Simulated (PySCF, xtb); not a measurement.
C2H5NO2Si, SMILES O[Si@@H]1C=NCO1. The values are those of a single conformer.

Harmonic wavenumbers (cm⁻¹) from GFN2-xTB in xtb at its own minimum, in rising order: 127, 166, 217, 280, 407, 486, 575, 672, 687, 769, 794, 814, 824, 945, 987, 1025, 1027, 1169, 1226, 1280, 1450, 1678, 2388, 2896, 2930, 3074, 3644.

Question: What does PBE-D3(BJ)/def2-SVP run with PySCF give at its own minimum? (Estimate from the structure and the level; the computed values follow.)

Answer: 127, 189, 292, 340, 423, 495, 645, 665, 739, 778, 822, 837, 889, 910, 945, 1029, 1039, 1194, 1257, 1297, 1399, 1596, 2232, 2944, 2983, 3053, 3757. Paired by order, the mean absolute difference is 42 cm⁻¹ and the zero-point energies are 46.5 and 47.0 kcal/mol.
